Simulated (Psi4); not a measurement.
Psi4 was given this input:
```
memory 2 GB

molecule {
-1 2
Ge    0.18961606    0.14465705    0.11687467
Cl   -0.81013033    2.36575078   -0.06066118
Cl    2.01410151   -1.47877166    0.11574629
Cl   -1.55983724   -1.16332174   -0.38022513
H    -0.01799083    0.06879887    1.78739072
}

set {
  basis sto-3g
  reference uhf
  scf_type pk
  puream true
  d_convergence 1e-8
}

energy('scf')
print_variables()
```

Problem. What does this run give for the total energy, number of basis functions, <S^2>, nuclear repulsion energy?

Solution. 
The total energy comes out as -3416.1380 Eh. The number of basis functions is 46 and the <S^2> is 0.763. The nuclear repulsion energy comes out as 499.7486 Eh.

A gas-phase anion may not be bound at this level; its values then depend on the basis.

These values belong to the state on which the SCF converged, which isn't shown to be the lowest.
